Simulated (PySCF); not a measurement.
**Telling isomers of C6H12BNO apart by NMR**

- shieldings: GIAO PBE0/pcSseg-1
- PBE0-D3(BJ)/def2-SVP structure
- program: PySCF 2.14.0 with density-fitted response routines
- equivalent nuclei averaged, no relativistic terms, isolated molecule, one conformer

Chemical shifts δ = σref − σ; TMS for ¹H and ¹³C, all at this level. Where no couplings were computed, multiplicities follow the n + 1 count of equivalent neighbours, and m marks all less simple cases (inequivalent or close neighbours, rings, F or P nearby). Couplings to H on boron are left out. Carbons bonded to boron are broad in practice. Shifts are as computed. Against solution values, carbons near 30 ppm lie about +2 ppm off and those near 130 ppm about +5 ppm. Of 1309 compounds with measured shifts, 239 miss one by over three times the rms of a fit or turn the order of signals round; such compounds aren't used in these exercises. OH and NH positions are gas-phase values without hydrogen bonding to other molecules.

(1) Tabulate the signals of `C/C=C\N(C=O)B(C)C`, `C[NH2+][B@H-](C)c1ccco1` and their relative energies.

(2) What is the quickest way to tell C/C=C\N(C=O)B(C)C from C[NH2+][B@H-](C)c1ccco1?

## Answers

(1) 
```json
{"SMILES": "C/C=C\\N(C=O)B(C)C", "carbon types": "3×CH 3×CH3", "δC": "165.8, 135.5, 133.5, 16.3, 7.7", "δH": "8.58 (s, 1H), 5.91 (m, 1H), 5.77 (m, 1H), 1.55 (d, 3H), 0.78 (s, 6H)", "E rel. (kcal/mol)": "0.0"}
{"SMILES": "C[NH2+][B@H-](C)c1ccco1", "carbon types": "1×C 3×CH 2×CH3", "δC": "174.0, 145.5, 120.7, 115.6, 31.7, 6.5", "δH": "7.39 (m, 1H), 6.54 (m, 1H), 6.38 (m, 1H), 3.23 (br s, 1H), 2.74 (br, 1H), 2.28 (s, 3H), 2.19 (br s, 1H), -0.01 (d, 3H)", "E rel. (kcal/mol)": "20.5"}
```

Energies are electronic energies at PBE0/pcSseg-1 on these geometries, without zero-point or thermal terms, each for the one conformer computed, which needn't be the lowest.

(2) Count the carbon signals: 5 against 6. The first has an amide carbonyl carbon (CH) at 165.8 ppm, the second a substituted aromatic carbon next to the ring oxygen (C) at 174.0 ppm. In the proton spectra the most deshielded non-exchanging signals are 8.58 (s, 1H) and 7.39 (m, 1H).
